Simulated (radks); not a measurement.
The numbers below are computed, except where a source is named.
Ionisation of the technetium ion Tc3+, [Kr] 4d4, to [Kr] 4d3 as the strength of local exchange is varied. Level of theory: scalar-relativistic Kohn-Sham, Slater X-alpha exchange (alpha = 2/3 is LDA exchange), no correlation, spin-polarised, spherical densities, point nucleus; open shells are filled with parallel spins first (spin-orbit coupling, left out, can overturn this in heavy ions) (a radial shooting solver on a logarithmic mesh with Libxc functionals).

alpha  E(Tc3+) (hartree)  exchange (hartree)  IE (eV)  -e of the level emptied (eV)  <r> of it (bohr)
0.667        -4275.66841          -119.24740   42.075                   35.329 (4d)             1.526
0.671        -4276.38480          -119.98141   42.165                   35.414 (4d)             1.525
0.726        -4286.24657          -130.09683   43.408                   36.593 (4d)             1.506
0.739        -4288.58065          -132.49394   43.704                   36.876 (4d)             1.502
0.846        -4307.83716          -152.31390   46.193                   39.247 (4d)             1.467
0.883        -4314.51472          -159.20481   47.072                   40.087 (4d)             1.456
0.915        -4320.29768          -165.17995   47.841                   40.822 (4d)             1.446
0.928        -4322.64906          -167.61143   48.155                   41.123 (4d)             1.442

NIST Atomic Spectra Database: 41 +/- 1.7 eV (theoretical). The central value is not met in this range of alpha. Open shells are spherical and high-spin; term and fine-structure splittings are not resolved.
